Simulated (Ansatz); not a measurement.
Program: Ansatz. Geometries: PBE0-D4/def2-TZVP. ΔE: electronic, gas phase. CCSD(T)/CBS is the MP2 limit (def2-TZVPP, def2-QZVPP) plus CCSD(T) − MP2 in def2-TZVPP, frozen cores. This one scheme is used for every species. DFT in def2-TZVPP. B3LYP here is the variant with VWN-RPA as its local correlation; programs differ in this. Open shells (•) are unrestricted, without spin–orbit coupling. One conformer a species, not always the lowest.

Consider the homolysis of the S–Si bond: `F[SiH](F)S[SiH3]` → `[SiH3][S]`• + `F[SiH]F`•.

| level | ΔE (kJ/mol) |
| --- | --- |
| PBE-D4 | 395.7 |
| ωB97M-V | 417.6 |
| B2PLYP | 390.1 |
| B3LYP | 370.3 |
| HF/def2-TZVPP | 297.0 |
| CCSD/def2-TZVPP | 392.6 |
| HF/def2-QZVPP | 295.5 |
| MP2/CBS(def2) | 435.4 |

(1) What does CCSD(T)/CBS give? (Best estimate.)

Largest T1 diagnostic among the species: 0.014.

## Answers

(1) Ansatz gave: +417.6 kJ/mol. The listed levels differ from it by -21.9, 0.0, -27.5, -47.3, -120.6, -25.0, -122.1, 17.8 kJ/mol.

The D4 term adds +19.4 kJ/mol with B3LYP and +10.4 kJ/mol with PBE0; it sums over pairs of atoms, weighted by their polarisabilities, and B3LYP, whose exchange is more repulsive, gets the larger term. From PBE to PBE0 (25 % exact exchange), in def2-TZVPP and without D4, ΔE moves by +7.3 kJ/mol. In def2-TZVPP, CCSD(T) changes the Hartree–Fock value by +105.8 kJ/mol (the triples alone add +10.2 kJ/mol) and MP2 by +123.6 kJ/mol; breaking electron pairs costs correlation energy, which Hartree–Fock lacks.
